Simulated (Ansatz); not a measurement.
System: HgCl2, charge 0, triplet. This triplet is an excited state, 3.2 eV above the singlet at CCSD(T)/def2-QZVPP (Ansatz, a quantum-chemistry and plane-wave program). HgCl2 (parent SMILES [Cl][Hg][Cl], triplet).
B3LYP-D3(BJ)/def2-TZVP minimum from Ansatz:
```
Hg
Cl 1 2.6610
Cl 1 2.6610 2 62.45
```
Charge 0, spin multiplicity 3.

Total energies in def2-SVP, 26 correlated electrons, 14 frozen orbitals. UHF or UKS for unpaired electrons; spin-orbit terms are left out. Correlated methods leave the cores frozen (noble-gas shells, and filled d and f shells in the p block). Past Kr the def2 sets carry scalar-relativistic core potentials. The UHF reference of Cl2Hg (parent SMILES [Cl][Hg][Cl], triplet) is spin-contaminated (<S^2> up to 0.04 over the pure value in the sets run). The spin of Cl2Hg (parent SMILES [Cl][Hg][Cl], triplet) was assumed, and the state is the lowest solution found for it.

```
method    program  energy (Eh)  minus CCSDT(Q) (mEh)
--------  -------  -----------  --------------------
HF         Ansatz  -1071.19634                563.28
MP2        Ansatz  -1071.73101                 28.62
CCSD       Ansatz  -1071.74504                 14.59
CCSD(T)    Ansatz  -1071.75662                  3.01
CCSDT(Q)   Ansatz  -1071.75963                  0.00
```

Rough core times of Ansatz's runs on a shared machine: CCSD(T) 60 s, CCSDT(Q) 20 min.
